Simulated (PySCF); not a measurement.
Steps of a relaxation of SmCl3(NH3)

SmCl3(NH3) (singlet in the valence; each metal's 4f electrons, 5 of them, lie in its core potential, out of spins and levels). PySCF 2.14.0, RKS PBE0, Sm lcecp-1-SVP with ECP51, Cl def2-SVP, N def2-SVP, H def2-SVP; non-relativistic Hamiltonian with scalar-relativistic core potentials where named; density fitting; no spin-orbit coupling. Origin of the start: template. Columns: position (Å) and force (eV/Å). Energies are counted from the last step; some of the 11 steps are shown. Forces carry noise of the integration grid, about 0.01 to 0.03 eV/Å.

Run from Python with OMP_NUM_THREADS=2. Where DIIS fails, smearing, a level shift and second-order steps follow.
It took 4 min on 2 threads of Intel(R) Xeon(R) Processor @ 2.50GHz (Skylake/Cascade Lake), on a shared host, from the converged density of the start.

```xyz
8
step 0  E = 0.448 eV
Sm   -0.1016    0.1016   -0.1016     1.13   -1.13    1.13
Cl    1.4327    1.6359    1.4327    -0.83   -0.56   -0.83
Cl   -1.6359   -1.4327    1.4327     0.56    0.83   -0.83
Cl    1.4327   -1.4327   -1.6359    -0.83    0.83    0.56
N    -1.5782    1.5782   -1.5782     0.07   -0.07    0.07
H    -2.1913    2.1913   -1.0411    -0.10    0.10    0.09
H    -1.0411    2.1913   -2.1913     0.09    0.10   -0.10
H    -2.1913    1.0411   -2.1913    -0.10   -0.09   -0.10
```

```xyz
8
step 3  E = 0.077 eV
Sm   -0.0349    0.0349   -0.0349     0.07   -0.07    0.07
Cl    1.3204    1.6800    1.3204     0.02    0.16    0.02
Cl   -1.6800   -1.3204    1.3204    -0.16   -0.02    0.02
Cl    1.3204   -1.3204   -1.6800     0.02   -0.02   -0.16
N    -1.5269    1.5269   -1.5269     0.01   -0.01    0.01
H    -2.1422    2.1422   -0.9884     0.02   -0.02    0.01
H    -0.9884    2.1422   -2.1422     0.01   -0.02    0.02
H    -2.1422    0.9884   -2.1422     0.02   -0.01    0.02
```

```xyz
8
step 7  E = 0.002 eV
Sm    0.0472   -0.0472    0.0472    -0.10    0.10   -0.10
Cl    1.1901    1.9161    1.1901     0.01    0.00    0.01
Cl   -1.9161   -1.1901    1.1901     0.00   -0.01    0.01
Cl    1.1901   -1.1901   -1.9161     0.01   -0.01    0.00
N    -1.4265    1.4265   -1.4265     0.04   -0.04    0.04
H    -2.0385    2.0385   -0.8814     0.02   -0.02    0.01
H    -0.8814    2.0385   -2.0385     0.01   -0.02    0.02
H    -2.0385    0.8814   -2.0385     0.02   -0.01    0.02
```

Q: Where does the relaxation end?

A: It converges at step 10 in C3v:
```xyz
8
step 10  E = 0
Sm    0.0381   -0.0381    0.0381
Cl    1.1804    1.9268    1.1804
Cl   -1.9268   -1.1804    1.1804
Cl    1.1804   -1.1804   -1.9268
N    -1.4185    1.4185   -1.4185
H    -2.0287    2.0287   -0.8699
H    -0.8699    2.0287   -2.0287
H    -2.0287    0.8699   -2.0287
```

Q: How did the contacts change?

A: 
| contact | start (Å) | end (Å) |
| --- | --- | --- |
| Sm1–Cl2 (Cl) | 2.657 | 2.544 |
| Sm1–Cl3 (Cl) | 2.657 | 2.544 |
| Sm1–Cl4 (Cl) | 2.657 | 2.544 |
| Sm1–N5 (NH3) | 2.558 | 2.523 |


An lcecp potential fixes the number of 4f electrons, so in runs with it no electron can move into or out of that shell.
